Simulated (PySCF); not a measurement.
5-ethynylpyrimidine (C₆H₄N₂), SMILES c1ncncc1C#C.

Geometry optimised at PBE0-D3(BJ)/def2-SVP.

Calculation: PBE0-D3(BJ)/def2-SVP run with PySCF.

Harmonic, unscaled wavenumbers; measured fundamentals usually lie a few per cent lower.

```json
[
 {"mode": "1", "ν (cm⁻¹)": "143", "IR (km/mol)": "0.1", "moving atoms (share of kinetic energy)": "C 77 %, H 20 %"},
 {"mode": "2", "ν (cm⁻¹)": "155", "IR (km/mol)": "0.3", "moving atoms (share of kinetic energy)": "C 71 %, H 18 %, N 11 %"},
 {"mode": "3", "ν (cm⁻¹)": "325", "IR (km/mol)": "0.5", "moving atoms (share of kinetic energy)": "C 69 %, H 24 %"},
 {"mode": "4", "ν (cm⁻¹)": "413", "IR (km/mol)": "0.0", "moving atoms (share of kinetic energy)": "N 51 %, C 30 %, H 19 %"},
 {"mode": "5", "ν (cm⁻¹)": "507", "IR (km/mol)": "0.1", "moving atoms (share of kinetic energy)": "C 80 %, N 14 %"},
 {"mode": "6", "ν (cm⁻¹)": "532", "IR (km/mol)": "13.7", "moving atoms (share of kinetic energy)": "C 88 %, H 10 %"},
 {"mode": "7", "ν (cm⁻¹)": "570", "IR (km/mol)": "7.3", "moving atoms (share of kinetic energy)": "C 79 %, H 11 %, N 10 %"},
 {"mode": "8", "ν (cm⁻¹)": "640", "IR (km/mol)": "8.6", "moving atoms (share of kinetic energy)": "N 57 %, C 39 %"},
 {"mode": "9", "ν (cm⁻¹)": "688", "IR (km/mol)": "38.8", "moving atoms (share of kinetic energy)": "H 75 %, C 25 %"},
 {"mode": "10", "ν (cm⁻¹)": "719", "IR (km/mol)": "36.6", "moving atoms (share of kinetic energy)": "H 76 %, C 24 %"},
 {"mode": "11", "ν (cm⁻¹)": "747", "IR (km/mol)": "22.3", "moving atoms (share of kinetic energy)": "H 47 %, N 27 %, C 26 %"},
 {"mode": "12", "ν (cm⁻¹)": "829", "IR (km/mol)": "3.3", "moving atoms (share of kinetic energy)": "N 51 %, C 46 %"},
 {"mode": "13", "ν (cm⁻¹)": "947", "IR (km/mol)": "3.9", "moving atoms (share of kinetic energy)": "H 47 %, C 46 %"},
 {"mode": "14", "ν (cm⁻¹)": "994", "IR (km/mol)": "0.0", "moving atoms (share of kinetic energy)": "H 70 %, C 29 %"},
 {"mode": "15", "ν (cm⁻¹)": "1020", "IR (km/mol)": "0.9", "moving atoms (share of kinetic energy)": "H 62 %, C 37 %"},
 {"mode": "16", "ν (cm⁻¹)": "1060", "IR (km/mol)": "9.6", "moving atoms (share of kinetic energy)": "C 58 %, N 23 %, H 20 %"},
 {"mode": "17", "ν (cm⁻¹)": "1166", "IR (km/mol)": "0.1", "moving atoms (share of kinetic energy)": "C 68 %, H 19 %, N 12 %"},
 {"mode": "18", "ν (cm⁻¹)": "1234", "IR (km/mol)": "15.9", "moving atoms (share of kinetic energy)": "H 62 %, C 31 %"},
 {"mode": "19", "ν (cm⁻¹)": "1269", "IR (km/mol)": "2.7", "moving atoms (share of kinetic energy)": "C 54 %, H 37 %, N 8 %"},
 {"mode": "20", "ν (cm⁻¹)": "1300", "IR (km/mol)": "0.6", "moving atoms (share of kinetic energy)": "C 68 %, N 29 %"},
 {"mode": "21", "ν (cm⁻¹)": "1362", "IR (km/mol)": "0.3", "moving atoms (share of kinetic energy)": "H 78 %, C 21 %"},
 {"mode": "22", "ν (cm⁻¹)": "1469", "IR (km/mol)": "13.0", "moving atoms (share of kinetic energy)": "C 40 %, H 36 %, N 23 %"},
 {"mode": "23", "ν (cm⁻¹)": "1482", "IR (km/mol)": "81.1", "moving atoms (share of kinetic energy)": "N 38 %, C 35 %, H 28 %"},
 {"mode": "24", "ν (cm⁻¹)": "1625", "IR (km/mol)": "61.0", "moving atoms (share of kinetic energy)": "C 75 %, N 17 %, H 8 %"},
 {"mode": "25", "ν (cm⁻¹)": "1675", "IR (km/mol)": "44.3", "moving atoms (share of kinetic energy)": "C 67 %, N 27 %"},
 {"mode": "26", "ν (cm⁻¹)": "2241", "IR (km/mol)": "0.0", "moving atoms (share of kinetic energy)": "C 91 %, H 9 %"},
 {"mode": "27", "ν (cm⁻¹)": "3189", "IR (km/mol)": "12.8", "moving atoms (share of kinetic energy)": "H 92 %, C 8 %"},
 {"mode": "28", "ν (cm⁻¹)": "3190", "IR (km/mol)": "7.3", "moving atoms (share of kinetic energy)": "H 91 %, C 9 %"},
 {"mode": "29", "ν (cm⁻¹)": "3196", "IR (km/mol)": "6.5", "moving atoms (share of kinetic energy)": "H 91 %, C 9 %"},
 {"mode": "30", "ν (cm⁻¹)": "3487", "IR (km/mol)": "103.3", "moving atoms (share of kinetic energy)": "H 86 %, C 14 %"}
]
```
